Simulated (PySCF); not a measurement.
# Broadened absorption spectrum of C4H11GeNO2

Compound: C₄H₁₁GeNO₂.
SMILES: `C/N=C\C[O][GeH2][O]C`

Computed, not measured: PySCF, TDDFT CAM-B3LYP/def2-SVPD, vertical, gas phase, core orbitals frozen in the response. Geometry: PBE0-D3(BJ)/def2-SVP, one conformer, isolated molecule. Relativistic effects, spin–orbit coupling among them, are left out although an element past zinc is present. Torsions of this conformer, `[CH3:1]/[N:2]=[CH:3]\[CH2:4][O:5][GeH2:6][O:7][CH3:8]`: N2–C3–C4–O5 -176°, C3–C4–O5–Ge6 176°, C4–O5–Ge6–O7 -59°, O5–Ge6–O7–C8 -64°.

Broadening: Gaussians 0.3 eV wide at half height, area fixed by f = 4.319×10⁻⁹ ∫ε dν̃. The width is an assumption, not a result. The curve ends short of the highest state used, and states not computed would add to its high-energy end.

E (eV), ε (L mol⁻¹ cm⁻¹) and a bar:
```
     4.52          1 
     4.64          9 
     4.75         59 
     4.87        189 #
     4.99        252 ##
     5.10        150 #
     5.22         36 
     5.34          4 
     5.45          0 
     5.57          0 
     5.69          0 
     5.80          0 
     5.92          0 
     6.04          0 
     6.15          0 
     6.27          0 
     6.39          2 
     6.50         33 
     6.62        259 ##
     6.74        840 ######
     6.86       1142 ########
     6.97        916 ######
     7.09       1717 ###########
     7.21       4493 ##############################
```

Q: Where are the band maxima, and which computed states make them?

A: 250 nm (4.97 eV), ε about 260, made up of S1 (100%); 181 nm (6.84 eV), ε about 1100, made up of S2 (99%) (ε in L mol⁻¹ cm⁻¹; maxima over ε = 5, shares over 10%). At its high-energy end, 7.21 eV, the curve is still rising (ε about 4500, from S3 and S6). The states used: S1 4.97 eV (f 0.0028); S2 6.84 eV (f 0.013); S3 7.27 eV (f 0.042); S4 7.31 eV (f 0.0039); S5 7.41 eV (f 0.012); S6 7.47 eV (f 0.047); S7 7.58 eV (f 0.0043); S8 7.66 eV (f 0.043); S9 7.79 eV (f 0.0012); S10 7.81 eV (f 0.0019).

Q: Coming from long wavelengths, where does ε first pass 100 L mol⁻¹ cm⁻¹?

A: At about 259 nm (4.79 eV), 0.17 eV below S1.

Q: On this curve, what absorbance would a 10⁻⁵ mol/L sample give at 193 nm over a 1 cm path?

A: 193 nm is 6.424 eV, where ε is about 5.6 L mol⁻¹ cm⁻¹, so A = ε c l ≈ 5.6e-05 (Beer–Lambert, with the gas-phase spectrum and the assumed width).

Q: What would ε be at 6.84 eV, the highest of these maxima, with half the width (0.15 eV)?

A: About 2270 L mol⁻¹ cm⁻¹ against 1150, a factor of about 1.98; a lone state at its own centre would give exactly 2.

The vertical ionisation energy (ΔSCF) is 9.20 eV, 1.40 eV above S10.

On Intel Xeon at 2.50 GHz, one thread, no GPU, shared host with 64 logical CPUs at a one-minute load of 63, this took 14 min of wall time and 1.4 GiB of memory at its peak.
